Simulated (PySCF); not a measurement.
Species: GaH3.
Hydrogens: H2, H3, H4 on Ga1.

Computed by this run: PySCF 2.14.0, PBE0-D3(BJ)/def2-SVP geometry optimisation, gas phase; density fitting, grid level 1; the optimiser is geomeTRIC in internal coordinates, started from a GFN2-xTB structure with every atom displaced at random (about 0.01 Å).

Step 2: E = -52412.1623 eV
```
atom  x, y, z in Å  |  force x, y, z in eV/Å
Ga1     0.0119    0.0464   -0.0623    0.095  -0.604   0.247
H2      0.0123    1.2521    0.9391    0.026   0.148  -0.104
H3      1.3747   -0.7029   -0.4262   -0.269   0.277  -0.049
H4     -1.3618   -0.6169   -0.4919    0.148   0.178  -0.094
```

Step 3: E = -52412.1913 eV
```
atom  x, y, z in Å  |  force x, y, z in eV/Å
Ga1    -0.0027   -0.0018   -0.0206    0.060  -0.070   0.044
H2      0.0409    1.2556    0.9174   -0.069   0.045   0.001
H3      1.3659   -0.6642   -0.4238   -0.037  -0.022  -0.049
H4     -1.3670   -0.6110   -0.5143    0.046   0.048   0.004
```

Q: Estimate the geometry and energy of step 4. (The exact step hangs on the optimiser's Hessian estimate; all steps are aligned on step 3, rigid shifts and turns removed.)

A: E = -52412.1935 eV, largest force 0.070 eV/Å
```
atom  x, y, z in Å  |  force x, y, z in eV/Å
Ga1     0.0061   -0.0023   -0.0159    0.029   0.007   0.064
H2      0.0250    1.2611    0.9192   -0.017   0.000  -0.019
H3      1.3607   -0.6756   -0.4339    0.024  -0.010  -0.025
H4     -1.3547   -0.6046   -0.5106   -0.036   0.003  -0.020
```

The energy changes by -0.0022 eV. The first-order estimate −F·Δx gives -0.0040 eV and the mean of the old and new forces, exact on a quadratic surface, -0.0022 eV. The step makes an angle of 33° with the force vector and moves no atom by more than 0.017 Å.

The cost below is that of the whole optimisation. Hardware: one thread of an AMD EPYC 7R13, shared host with 192 logical CPUs at a one-minute load of 144. Cost: 5.1 s wall, 0.26 GiB resident at most.
